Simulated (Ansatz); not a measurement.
Consider the ligand exchange at a B–Cl bond: `OB(O)Cl` + `CC(C)[TeH]` → `CC(C)[Te]B(O)O` + HCl.

Computed with Ansatz on PBE0-D4/def2-TZVP structures; ΔE is electronic, products minus reactants. CBS: MP2 limit from def2 TZ/QZ plus the TZ coupled-cluster correction, frozen cores. This one scheme is used for every species. Functionals use def2-TZVPP. HSE06 is defined as in plane-wave codes. def2 core potentials past Kr. For Te outer-core shells are correlated without core-valence functions, which leaves a few kJ/mol of doubt a bond. One conformer a species, not always the lowest.

Question: Is it downhill or uphill in electronic energy at CCSD(T)/CBS, and by how much? (An estimate is asked.)

Answer: Ansatz gave: Uphill: ΔE = +39.1 kJ/mol.

Question: What do these levels give: PBE-D4, B97M-V, PBE0-D4, HSE06-D4, ωB97X-V, r2SCAN0, HF/def2-SVP, CCSD/def2-SVP, CCSD(T)/def2-SVP, HF/def2-QZVPP, MP2/def2-QZVPP, MP2/CBS(def2)? (Estimate.)

Answer: Ansatz gave: PBE-D4 41.2, B97M-V 55.3, PBE0-D4 43.9, HSE06-D4 43.8, ωB97X-V 47.2, r2SCAN0 49.6, HF/def2-SVP 70.5, CCSD/def2-SVP 57.7, CCSD(T)/def2-SVP 54.7, HF/def2-QZVPP 64.1, MP2/def2-QZVPP 35.7, MP2/CBS(def2) 34.6 kJ/mol.

Largest T1 diagnostic among the species: 0.011.

In def2-TZVPP, CCSD(T) changes the Hartree–Fock value by −22.4 kJ/mol (the triples alone add −3.7 kJ/mol) and MP2 by −26.9 kJ/mol. Leaving LDA and LC-ωPBE aside and taking each functional with its dispersion term where it has one, the values spread over 14.1 kJ/mol, from PBE-D4 to B97M-V. LDA lies −3.0 kJ/mol from PBE without D4. The D4 term adds −8.0 kJ/mol with B3LYP and −4.9 kJ/mol with PBE0; it sums over pairs of atoms, weighted by their polarisabilities, and B3LYP, whose exchange is more repulsive, gets the larger term.

B3LYP here is the variant with VWN-RPA as its local correlation; programs differ in this.
